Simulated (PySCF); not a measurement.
# A single-point calculation

WH4 (triplet). PySCF 2.14.0, UKS CAM-B3LYP, W def2-SVP with ECP60, H def2-SVP; non-relativistic Hamiltonian with scalar-relativistic core potentials where named; density fitting; no spin-orbit coupling. Purpose: level CAM-B3LYP.

```python
mol = gto.M(atom='''
W      0.12804    -0.12802    -0.00000
H      1.70475     0.81579    -0.00000
H      1.07162     1.44951     0.00000
H     -1.44934    -1.07184     0.00000
H     -0.81553    -1.70488    -0.00000''',
    basis={'W': 'def2-SVP', 'H': 'def2-SVP'},
    ecp={'W': 'def2-SVP'},
    charge=0, spin=2)
mf = dft.UKS(mol, xc='CAMB3LYP')
mf.grids.atom_grid = (75, 302)
mf = mf.density_fit()  # fitting sets: W def2-universal-JKFIT, H def2-universal-JKFIT
mf.conv_tol = 1e-08; mf.max_cycle = 55
mf.kernel(dm0)  # dm0: converged density of the relaxed state
mf.nuc_grad_method().kernel()
```

Run from Python with OMP_NUM_THREADS=2; the lines above give its settings. Where DIIS fails, smearing, a level shift and second-order steps follow.
It took 3.2 s on 2 threads of AMD EPYC 7R43 64-Core Processor (Zen 3) (shared host), from an already converged density.

Where do the frontier levels lie, over both spins?

HOMO -6.03 eV, LUMO -0.91 eV. The relaxed reference isn't the lowest spin state tried. The state is spin-contaminated.

What are the Mulliken charges and spins?


| atom | charge (e) | spin (e) |
| --- | --- | --- |
| W1 | -0.105 | 2.052 |
| H2 | 0.026 | -0.013 |
| H3 | 0.026 | -0.013 |
| H4 | 0.026 | -0.013 |
| H5 | 0.026 | -0.013 |

What forces act on the atoms (eV/Å)?


```
W    0.00  0.00  0.00
H   -0.24  0.30  0.00
H    0.30 -0.25  0.00
H    0.25 -0.30  0.00
H   -0.30  0.24  0.00
```
Forces carry noise of the integration grid, about 0.01 to 0.03 eV/Å.

The geometry was relaxed with r2SCAN (W def2-SVP with ECP60, H def2-SVP).

Open shells may have lower solutions than the one found.
